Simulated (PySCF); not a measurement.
These compounds are isomers of formula C$_{5}$H$_{6}$Cl$_{2}$O$_{2}$.

A. `O=C1C[C@@H](Cl)[C@@H](Cl)CO1`
B. SMILES C=C(C(=O)OC)C(Cl)Cl
C. `CO/C(C(=O)Cl)=C(\C)Cl`
D. SMILES O=C(C(C)(C)C(=O)Cl)Cl

Spectrum 1. ¹H NMR (400 MHz, computed): δ 7.24 (m, 1H), 7.21 (m, 1H), 7.02 (s, 1H), 4.06 (s, 3H). ¹³C{¹H} NMR (computed): δ 170.8 (C), 153.0 (C), 144.1 (CH2), 78.2 (CH), 54.8 (CH3).

Spectrum 2. ¹H NMR (400 MHz, computed): δ 3.77 (s, 3H), 2.46 (s, 3H). ¹³C{¹H} NMR (computed): δ 170.8 (C), 159.6 (C), 151.0 (C), 62.3 (CH3), 25.7 (CH3).

Spectrum 3. ¹H NMR (400 MHz, computed): δ 4.78 (m, 1H), 4.52 (m, 1H), 4.21 (m, 1H), 4.19 (m, 1H), 3.34 (m, 1H), 2.91 (m, 1H). ¹³C{¹H} NMR (computed): δ 167.2 (C), 74.0 (CH2), 66.9 (CH), 62.1 (CH), 39.7 (CH2).

Spectrum 4. ¹H NMR (400 MHz, computed): δ 1.61 (s, 6H). ¹³C{¹H} NMR (computed): δ 183.1 (C), 70.5 (C), 25.7 (CH3).

No solvent, relativity neglected, single conformer, averaged over atoms made equivalent by symmetry, fast rotation or ring inversion. GFN2-xTB geometry; GIAO PBE0/pcSseg-1 shieldings; PySCF 2.14.

References, each an isolated molecule treated in the same way: TMS for ¹H (31.72 ppm), ¹³C (186.93 ppm). Where no couplings were computed, multiplicities follow the n + 1 count of equivalent neighbours, and m marks all less simple cases (inequivalent or close neighbours, rings, F or P nearby). Shifts are as computed. Against solution values, carbons near 30 ppm lie about +3 ppm off and those near 130 ppm about +5 ppm; carbons on Cl a further +6 ppm. Of 1211 compounds with measured shifts, 218 miss one by over three times the rms of a fit or turn the order of signals round; such compounds aren't used in these exercises. Carbons bonded to Cl come out too deshielded.

Match each spectrum to its structure.

Answers

1–B, 2–C, 3–A, 4–D.

- Spectrum 1 (B): 5 ¹³C signals; δC 170.8 is an ester carbonyl carbon; δC 153.0 is an α carbon of a C=C–C=O unit.
- Spectrum 2 (C): 5 ¹³C signals; δC 159.6 is a β carbon of a C=C–C=O unit; δC 151.0 is an alkene carbon bearing oxygen.
- Spectrum 3 (A): 5 ¹³C signals; δC 167.2 is an ester carbonyl carbon; δC 74.0 is an sp3 CH2 bonded to O.
- Spectrum 4 (D): 3 ¹³C signals; δC 25.7 is a methyl carbon; δC 183.1 is a carbonyl carbon.
